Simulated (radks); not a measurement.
Species: Tc II. Configuration: [Kr] 4d5.5 5s0.5 (fractional occupations, a model configuration).

Calculated with a radial shooting solver on a logarithmic mesh with Libxc functionals: Dirac Kohn-Sham, LDA (Slater exchange, Perdew-Wang correlation), spin-unpolarised, spherical densities, finite nucleus; open shells fill j = l - 1/2 first; Fermi nuclear charge, rms radius 4.4112 fm.

Energy parts (eV):
part                       energy
total                 -116508.862
kinetic                120985.674
electron-nucleus      -281419.318
Hartree                 47298.142
exchange-correlation    -3373.360

Orbitals (lengths in bohr, moments of r in powers of bohr):
\begin{tabular}{lrrrrr}
orbital & occ. & eigenvalue (eV) & <r^2> & <r^4> & small-component weight \\ \hline
1s1/2 & 2 & -20834.86 & 0.001589 & 6.543e-06 & 2.46e-02 \\
2s1/2 & 2 & -2977.321 & 0.02638 & 0.001200 & 5.06e-03 \\
2p1/2 & 2 & -2747.836 & 0.01985 & 0.0007926 & 5.08e-03 \\
2p3/2 & 4 & -2629.775 & 0.02121 & 0.0008923 & 4.90e-03 \\
3s1/2 & 2 & -522.6327 & 0.1984 & 0.06087 & 1.36e-03 \\
3p1/2 & 2 & -434.3532 & 0.1954 & 0.06229 & 1.31e-03 \\
3p3/2 & 4 & -414.5966 & 0.2055 & 0.06873 & 1.27e-03 \\
3d3/2 & 4 & -257.7653 & 0.1896 & 0.06924 & 1.15e-03 \\
3d5/2 & 6 & -253.9640 & 0.1928 & 0.07147 & 1.14e-03 \\
4s1/2 & 2 & -79.1035 & 1.273 & 2.461 & 3.22e-04 \\
4p1/2 & 2 & -53.2698 & 1.532 & 3.750 & 2.72e-04 \\
4p3/2 & 4 & -50.2997 & 1.617 & 4.186 & 2.60e-04 \\
4d3/2 & 4 & -13.0931 & 3.549 & 25.68 & 1.35e-04 \\
4d5/2 & 1.5 & -12.8094 & 3.638 & 27.03 & 1.32e-04 \\
5s1/2 & 0.5 & -11.0916 & 10.61 & 173.2 & 4.27e-05 \\
\end{tabular}

The highest occupied level is 5s1/2 at -11.092 eV. The density falls to 0.001 e/bohr^3 at r = 4.08 bohr.
